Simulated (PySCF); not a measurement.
## Interval between two levels of Se by level of theory

Se [Ar] 3d10 4s2 4p4 [3P2, M_J = 2] → Se [Ar] 3d10 4s2 4p3 4d1 [5D4, M_J = 4], as a difference of total energies. Calculation: PySCF 2.14, in x2c-SVPall-2c with one added diffuse shell each of s, p, d type (6s7p4d, 47 functions); the two-component X2C-1e Hamiltonian. Correlated levels: [Ne] frozen; the 6 highest virtual spinors dropped. "Screened" scales the spin-orbit matrix elements by Boettger's factors to mimic the two-electron term; Breit and QED terms are absent.

```json
{"method": "GHF (spin-free)", "interval between two levels (cm⁻¹)": "64975"}
{"method": "GMP2 (spin-free)", "interval between two levels (cm⁻¹)": "70676"}
{"method": "GHF (screened spin-orbit)", "interval between two levels (cm⁻¹)": "65923"}
{"method": "GMP2 (screened spin-orbit)", "interval between two levels (cm⁻¹)": "71600"}
```

The spin-free rows relax to the high-spin LS determinant and lack the spin-orbit shift.

Errors of the correlated levels include the incompleteness of this basis and the frozen core.

The labels give the starting determinants; with spin-orbit coupling the two ends relaxed to ⟨J²⟩ = 6.01, ⟨L²⟩ = 2.07, ⟨S²⟩ = 1.97 and ⟨J²⟩ = 20.01, ⟨L²⟩ = 6.04, ⟨S²⟩ = 5.98.

The promoted electron is Rydberg-like, and one or two diffuse shells describe it only roughly, which tends to raise the upper state.

Task: Which method comes closest to the reference value, and which is furthest?

Result: The reference is 63370 cm⁻¹ (measured; NIST Handbook of Basic Atomic Spectroscopic Data (Sansonetti and Martin, J. Phys. Chem. Ref. Data 34, 1559 (2005))). Closest: GHF (spin-free) (error 1604.8 cm⁻¹); furthest: GMP2 (screened spin-orbit) (error 8229.8 cm⁻¹).
